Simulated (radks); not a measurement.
The numbers below are computed, except where a source is named.
Task: Ionisation of the lead ion Pb3+, [Xe] 4f14 5d10 6s1, to Pb4+, [Xe] 4f14 5d10, under several functionals. Dirac Kohn-Sham, spin-unpolarised, spherical densities, point nucleus; a radial shooting solver on a logarithmic mesh with Libxc functionals. The NIST Atomic Spectra Database gives 42.333 eV (measured). Rank these functionals by the error of their Delta-SCF ionisation energy: XLYP; AM05; PBE; LDA (Slater exchange, Perdew-Zunger correlation); B86b exchange with PBE correlation; exchange-only PBE; HCTH/407.

Result: From best to worst: AM05 42.681 eV (+0.349); PBE 42.693 eV (+0.360); B86b exchange with PBE correlation 42.716 eV (+0.383); HCTH/407 42.755 eV (+0.423); exchange-only PBE 41.876 eV (-0.457); XLYP 42.900 eV (+0.568); LDA (Slater exchange, Perdew-Zunger correlation) 43.180 eV (+0.848). Spin polarisation and multiplet splitting are left out, so open shells lie too high by an amount that depends on their filling.

Beside tabulated values, note that spin-unpolarised runs miss the spin-polarisation part of the exchange energy of open shells.
